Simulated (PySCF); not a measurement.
## Indirect couplings

Molfile (atoms numbered from 1):
```
C4H12B
     RDKit          3D

 17 16  0  0  0  0  0  0  0  0999 V2000
   -0.2573   -1.0798   -1.2228 C   0  0  0  0  0  0  0  0  0  0  0  0
   -0.0011    0.0011   -0.0011 B   0  0  0  0  0  0  0  0  0  0  0  0
    0.0884    1.5268   -0.6257 C   0  0  0  0  0  0  0  0  0  0  0  0
   -1.2491   -0.0794    1.0767 C   0  0  0  0  0  0  0  0  0  0  0  0
    1.4144   -0.3623    0.7674 C   0  0  0  0  0  0  0  0  0  0  0  0
   -1.2065   -0.8882   -1.7643 H   0  0  0  0  0  0  0  0  0  0  0  0
   -0.3105   -2.1261   -0.8574 H   0  0  0  0  0  0  0  0  0  0  0  0
    0.5488   -1.0546   -1.9847 H   0  0  0  0  0  0  0  0  0  0  0  0
    0.2529    2.2948    0.1579 H   0  0  0  0  0  0  0  0  0  0  0  0
   -0.8378    1.8193   -1.1619 H   0  0  0  0  0  0  0  0  0  0  0  0
    0.9194    1.6374   -1.3525 H   0  0  0  0  0  0  0  0  0  0  0  0
   -2.2269    0.1577    0.6089 H   0  0  0  0  0  0  0  0  0  0  0  0
   -1.3537   -1.0875    1.5280 H   0  0  0  0  0  0  0  0  0  0  0  0
   -1.1249    0.6305    1.9203 H   0  0  0  0  0  0  0  0  0  0  0  0
    1.4009   -1.3747    1.2211 H   0  0  0  0  0  0  0  0  0  0  0  0
    2.2857   -0.3380    0.0809 H   0  0  0  0  0  0  0  0  0  0  0  0
    1.6434    0.3468    1.5895 H   0  0  0  0  0  0  0  0  0  0  0  0
  1  2  1  0
  2  3  1  0
  2  4  1  0
  2  5  1  0
  1  6  1  0
  1  7  1  0
  1  8  1  0
  3  9  1  0
  3 10  1  0
  3 11  1  0
  4 12  1  0
  4 13  1  0
  4 14  1  0
  5 15  1  0
  5 16  1  0
  5 17  1  0
M  CHG  1   2  -1
M  END
```

Indirect spin–spin couplings were computed at B3LYP/pcJ-1 (spin–dipole term only in couplings to heteroatoms) (PySCF) on a PBE0-D3(BJ)/def2-SVP structure, for the isolated molecule, without vibrational or relativistic corrections. Couplings are averaged over pairs made equivalent by symmetry, fast rotation or ring inversion, so a value needn't be that of the named pair in this geometry, while other rotamers aren't included; one pair stands for each set, and the list holds those of at least 1.5 Hz over up to four bonds.

Isotopes: 13C, 1H, 11B.

```csv
pair,bonds,J (Hz)
"C1, B2",1,?
"C1, H6",1,115.6
"C1, C3",2,?
"B2, H6",2,-3.7
"H6, H7",2,-12.2
"C1, H9",3,4.7
```

Problem. Estimate the withheld couplings, with signs.

Solution. 
- 1J(C1,B2) = 43.6 Hz (bond length 1.651 Å)
- 2J(C1,C3) = 4.4 Hz
